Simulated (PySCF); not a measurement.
C6H6F4.
Numbering: `[F:1][C:2]([F:3])([F:4])[C@:5]12[CH2:6][C@:7]([F:8])([CH2:9]1)[CH2:10]2` (hydrogens: H11, H12 on C6; H13, H14 on C9; H15, H16 on C10)

Structure used (PBE0-D3(BJ)/def2-SVP), in Å, numbered top down from 1:
```xyz
16
C6H6F4 angstrom
F      2.5838    0.4597   -0.3273
C      1.7781   -0.3202    0.3984
F      2.0336   -0.0814    1.6878
F      2.1098   -1.5902    0.1478
C      0.3439   -0.0618    0.0763
C     -0.4010    1.2816    0.2356
C     -1.4035    0.2527   -0.3110
F     -2.6937    0.4830   -0.5960
C     -0.8748   -0.7659    0.7105
C     -0.3306   -0.2250   -1.3029
H     -0.5569    1.6307    1.2663
H     -0.0951    2.0891   -0.4449
H     -1.0618   -0.5495    1.7720
H     -1.0020   -1.8297    0.4641
H     -0.4231   -1.2538   -1.6791
H     -0.0202    0.4861   -2.0819
```

Linear response at PBE0/def2-SVPD (PySCF, frozen core in the response, non-relativistic).

Static isotropic polarisability: 67.79 au (10.05 Å³), principal values 66.5, 66.5, 70.4 au.

What is the polarisability at 1064 nm and at the sodium D line?

68.15 au at 1064 nm (+0.5 %), 68.98 au at 589.3 nm (+1.8 %). The rise at 589.3 nm is 3.32 times that at 1064 nm; a pure ω² law gives 3.26. The lowest singlet lies at 138 nm, shorter than both wavelengths.

What is the isotropic C6 coefficient between two such molecules, C6 = (3/π)∫α(iω)² dω?

2358 au (Eh·bohr⁶) by a ten-point quadrature over imaginary frequencies, which is 1410 eV·Å⁶ or 136 J·nm⁶/mol.

Which effective excitation energy ω̄ makes London's formula C6 = (3/4)α²ω̄ exact here?

ω̄ = 4·C6/(3α²) = 0.684 Eh = 18.6 eV. A one-pole form α(ω) = α/(1 − ω²/ω̄²) fitted to the 1064 nm value gives 16.1 eV.

How many electrons N does the Slater–Kirkwood formula C6 = (3/4)·√N·α^(3/2) need to give this C6?

N = (4·C6/3)²/α³ = 31.7; the species has 78 electrons in all.

What three-body coefficient follows from the one-pole estimate C9 = (3/4)·α·C6?

120000 au. This is an estimate from the two numbers above, not a computed integral.

The lowest 10 singlets have (eV, f): 8.99, 0.038; 8.99, 0.038; 9.50, 0.008; 9.51, 0.008; 9.64, 0.094; 9.64, 0.094; 9.77, 0.000; 9.77, 0.000; 9.77, 0.000; 9.83, 0.021. What share of the static polarisability do they carry in the sum over states α = Σ f/ω²?

2.49 au, 3.7 % of α; the largest term, 0.75 au, is that of the state at 9.64 eV. Their oscillator strengths add up to 0.30. Higher states carry the rest.

What molar refraction at the D line follows from R = (4π/3)·N_A·α′, with α′ the polarisability volume?

α′ = 10.22 Å³ gives R = 25.79 cm³/mol, for isolated, non-vibrating species.

What n − 1 at the D line would an ideal gas of it have at 273.15 K and 1 atm (2.6868 × 10¹⁹ cm⁻³), by n − 1 = 2π·N·α′?

17.26 × 10⁻⁴, a formal value whether or not that pressure can be reached.

What does −C6/R⁶ come to at R = 10 Å between centres?

-140 J/mol. This is the leading, orientation-averaged term; C8 and higher terms are left out.
